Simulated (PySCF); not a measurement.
Molecular orbitals of BeSe

PBE at R = 1.874 Å; PySCF, scalar-relativistic core potentials, basis sets Be aug-cc-pVDZ, Se aug-cc-pVDZ-PP with ECP10. State: ¹Σ⁺ (singlet), closed shell. Only the outer orbitals are listed, counted within each symmetry, core potentials removing the inner ones.

```json
{"orbital": "5σ", "occ.": "2", "ε (eV)": "-16.29", "on Be (%)": "21", "main shells (%)": "79 Se s, 12 Be s, 8 Be p"}
{"orbital": "6σ", "occ.": "2", "ε (eV)": "-7.56", "on Be (%)": "45", "main shells (%)": "50 Se p, 42 Be s"}
{"orbital": "3π", "occ.": "2", "ε (eV)": "-5.64", "on Be (%)": "22", "main shells (%)": "78 Se p, 21 Be p"}
{"orbital": "3π", "occ.": "2", "ε (eV)": "-5.64", "on Be (%)": "22", "main shells (%)": "78 Se p, 21 Be p"}
{"orbital": "7σ", "occ.": "0", "ε (eV)": "-4.74", "on Be (%)": "80", "main shells (%)": "48 Be p, 32 Be s, 11 Se p"}
{"orbital": "4π", "occ.": "0", "ε (eV)": "-1.49", "on Be (%)": "83", "main shells (%)": "78 Be p, 14 Se p"}
{"orbital": "4π", "occ.": "0", "ε (eV)": "-1.49", "on Be (%)": "83", "main shells (%)": "78 Be p, 14 Se p"}
```

Problem. Which are the highest filled and the lowest empty level, where do they sit, and how wide is the gap?

Solution. Highest filled 3π at -5.64 eV (in %: 78 Se p, 21 Be p); lowest empty 7σ at -4.74 eV (in %: 48 Be p, 32 Be s, 11 Se p); the gap at PBE is 0.90 eV.

```json
{
  "bond order (Mayer)": "2.45",
  "⟨S²⟩": "0.000",
  "charge on Be (Mulliken, basis-dependent)": "-0.20",
  "charge on Be (Löwdin, basis-dependent)": "0.09",
  "dipole moment (positive dipole means Be(−)Se(+))": "-4.45 D",
  "polarisability along the bond": "76.1 bohr³",
  "polarisability across the bond": "57.2 bohr³"
}
```
